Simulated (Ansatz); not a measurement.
Cartesian coordinates in Å:
```
F -1.395 -0.948 -0.536
C -0.366 -0.224 0.058
S -0.919 0.311 1.690
N 0.106 0.865 -0.750
Al 1.436 -0.256 -0.622
H -1.309 -0.898 2.124
H -0.475 1.674 -0.919
H 2.922 -0.525 -1.045
```

Total charge 0; spin multiplicity 1.

Question: List the PBE0/def2-TZVPP orbital energies in eV (Ansatz). (Best estimate.)

Answer: Ansatz gave: Occupied: -2422.17, -1528.37, -673.33, -391.22, -281.24, -217.51, -161.36, -161.27, -161.13, -114.28, -74.38, -74.25, -74.18, -33.11, -24.91, -20.70, -16.95, -14.95, -13.41, -12.69, -11.66, -11.06, -9.99, -9.46, -7.88, -7.72, -6.30. Lowest empty: -1.20, -1.02, -0.05, 0.93, 1.88, 2.49, 2.76, 2.87.
